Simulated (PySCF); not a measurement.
First hyperpolarisability: `OCc1cccc(O)c1`, C7H8O2

Geometry:
```
atom   x (Å)   y (Å)   z (Å)
  O1  -3.090   0.313   0.126
  C2  -2.142  -0.601  -0.343
  C3  -0.713  -0.151  -0.156
  C4  -0.405   1.213  -0.112
  C5   0.919   1.619   0.036
  C6   1.943   0.681   0.138
  C7   1.639  -0.684   0.094
  O8   2.584  -1.642   0.195
  C9   0.310  -1.093  -0.048
 H10  -2.906   0.474   1.058
 H11  -2.268  -1.605   0.111
 H12  -2.344  -0.725  -1.420
 H13  -1.211   1.943  -0.197
 H14   1.163   2.684   0.071
 H15   2.982   1.004   0.256
 H16   3.447  -1.227   0.289
 H17   0.096  -2.164  -0.067
```

The calculation used PySCF, quadratic response CAM-B3LYP/aug-cc-pVDZ first hyperpolarisability, Taylor convention, gas phase. Geometry: PBE0-D3(BJ)/def2-SVP.

(1) Give β for the processes computed.

(2) Which lowest excitations, dipole and polarisabilities go with it?

Answers

(1) In au, Taylor convention; the vector part is βᵢ = ⅓ Σⱼ (βᵢⱼⱼ + βⱼᵢⱼ + βⱼⱼᵢ); β∥ is 3/5 of the vector part along the dipole, the dipole points from − to +:
```
                   process  λ (nm)  β vector norm    β∥  β HRS  depolarisation ratio
           static β(0;0,0)       ∞          166.5  16.0   77.0                  3.69
second harmonic β(−2ω;ω,ω)    1907          176.9  18.2   81.2                  3.77
         Pockels β(−ω;ω,0)    1907          169.8  16.7      –                     –
second harmonic β(−2ω;ω,ω)    1064          204.1  24.3   91.8                  3.96
         Pockels β(−ω;ω,0)    1064          177.7  18.4      –                     –
```

(2) S1 5.07 eV (f = 0.039); S2 5.49 eV (f = 0.000); S3 5.79 eV (f = 0.012); dipole 2.17 D; isotropic α 92.2 au static, 92.6 au at 1907 nm, 93.4 au at 1064 nm, 93.6 au at 953.5 nm, 97.0 au at 532 nm.
